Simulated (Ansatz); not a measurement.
```xyz
9

B    -0.375   -0.387    2.726
O     0.111   -0.939    1.613
Zn    0.166   -0.322   -0.078
Si    0.299    0.367   -2.311
H    -0.301   -1.000    3.764
H    -0.888    0.713    2.718
H    -0.498   -0.533   -3.188
H    -0.226    1.751   -2.461
H     1.711    0.349   -2.782
```

Charge 0, multiplicity 1.

List the PBE/def2-TZVPP orbital energies in eV (Ansatz 0.2.0). (Best estimate.)

Computed: Occupied: -9408.05, -1779.92, -1134.59, -1000.38, -1000.37, -1000.31, -510.10, -176.88, -137.69, -126.75, -94.43, -94.41, -94.41, -84.14, -84.14, -84.00, -24.11, -13.84, -13.09, -12.35, -12.35, -12.27, -12.27, -11.11, -9.76, -9.03, -8.84, -8.79, -8.28, -7.59, -5.96. Lowest empty: -1.86, -1.82, -1.51, -0.89, 0.20, 0.68, 0.70, 1.50.
